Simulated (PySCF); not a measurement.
**Fractional electron number in Ni- (nickel, charge -1)**

The 3d beta orbital of [Ar] 3d9 4s2 is emptied in steps (occupation f), with all orbitals relaxed, ending at [Ar] 3d8 4s2. Calculation: PySCF 2.14, in aug-pcseg-2; no relativity, point nucleus. The exact energy is a straight line in f; departures are measured from the line between the end points of the same method.

```csv
f,r2SCAN (eV)
1,0.000
0.8,-0.616
0.6,-0.960
0.4,-0.992
0.2,-0.680
0,0.000
```

| method | E(f=0) − E(f=1) (eV) | −ε at f=1 (eV) | −ε at f=0.4 (eV) |
| --- | --- | --- | --- |
| r2SCAN | 1.295 | -2.391 | 1.964 |

Orbital energy along the path (eV):

```csv
f,r2SCAN
1,2.391
0.8,1.139
0.6,-0.324
0.4,-1.964
0.2,-3.754
0,-5.659
```

At f = 1 the orbital energy is positive for r2SCAN: only the finite basis holds the electron.

Reference removal energy between the ground levels: 1.157 eV (measured; photodetachment measurements, as compiled on the Wikipedia data page of electron affinities). The calculation has no spin-orbit coupling. The determinant left behind need not be the lowest term of the ion.
